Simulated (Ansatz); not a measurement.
Ansatz results at the PBE0-D4/def2-TZVP geometry: LUMO energy (B3LYP/def2-TZVPP) 0.42 eV; HOMO energy (PBE/def2-TZVPP) -7.05 eV; LUMO energy (ωB97M-V/def2-TZVPP) 2.50 eV.

Task: Which molecule gave them?
A. `Cc1nccs1`
B. `[C-]#[N+]C`
C. `CCCCCC(C#N)C#N`
D. `[O]=[GeH2]`

Result: B. The others give `Cc1nccs1`: -0.84, -5.95, 1.46; `CCCCCC(C#N)C#N`: -0.58, -7.94, 1.60; `[O]=[GeH2]`: -2.65, -6.27, -0.37.

B3LYP here is the variant with VWN-RPA as its local correlation; programs differ in this.
